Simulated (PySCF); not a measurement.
Species: C₅H₅N₂O (doublet state).
Atom-mapped SMILES: `[N:1]#[C:2][C:3]1=[CH:4][CH2:5][N:6]([O:7])[CH2:8]1` (hydrogens: H9 on C4; H10, H11 on C5; H12, H13 on C8)

Theory: PBE0-D3(BJ)/def2-SVP geometry optimisation, gas phase in PySCF 2.14.0.

(1) What internal coordinates does the optimisation give?

Results:

(1) 
```tsv
bond	length (bohr)
N1≡C2	2.191
C2–C3	2.688
C3=C4	2.542
C4–C5	2.813
C5–N6	2.755
N6–O7	2.361
N6–C8	2.754
C3–C8	2.842
C4–H9	2.061
C5–H10, C5–H11	2.091
C8–H12, C8–H13	2.088
```

Bonds in one row agree within 0.02 bohr and their mean is given. A selection of angles:
```tsv
angle	degrees
N1–C2–C3	179.0
C2–C3–C4	125.7
C2–C3–C8	122.8
C4–C3–C8	111.5
C3–C4–C5	111.2
C3–C4–H9	125.0
C5–C4–H9	123.9
C4–C5–N6	102.5
C4–C5–H10	113.1
N6–C5–H10	110.7
H10–C5–H11	106.9
C5–N6–O7	123.4
C5–N6–C8	113.2
O7–N6–C8	123.3
N6–C8–H12	110.8
C3–C8–N6	101.6
C3–C8–H12	113.0
H12–C8–H13	107.6
```

Torsions: C2–C3–C4–C5 180° (antiperiplanar); C3–C4–C5–N6 0° (synperiplanar); C4–C5–N6–O7 -179° (antiperiplanar); C5–N6–C8–C3 0° (synperiplanar); C2–C3–C8–N6 180° (antiperiplanar).

C4 (carbon bonded to 2 C and H) is planar (angles 125.0°, 123.9° and 111.2°, sum 360.0°, 0.00 Å off the plane of its three neighbours). The 3 C–N bonds span 1.160 Å (N1≡C2, drawn triple) to 1.458 Å (C5–N6, drawn single), a spread of 0.298 Å. The 8 heavy atoms lie in one plane (0.003 Å rms). N6 (nitrogen bonded to 2 C and O) is planar (angles 123.4°, 123.3° and 113.2°, sum 360.0°, 0.00 Å off the plane of its three neighbours). The 5-membered ring C3–C4–C5–N6–C8 has internal angles of 101.6° to 113.2°; it is planar, 0.00 Å rms from its mean plane, widest ring torsion 0°. The C–C distances run from 1.345 Å (C3=C4, drawn double) to 1.504 Å (C3–C8, drawn single), a spread of 0.159 Å. C3 (carbon bonded to 3 C) is planar (angles 125.7°, 122.8° and 111.5°, sum 360.0°, 0.00 Å off the plane of its three neighbours).

Point group: Cs (tolerance 0.08 Å). Stationary, but not proved a minimum. ⟨S²⟩ = 0.754 (exact for a doublet: 0.75).

Hardware: x86-64 server, one thread, no GPU (shared host). Cost: 79 s of wall time. That covers the optimisation of the geometry.
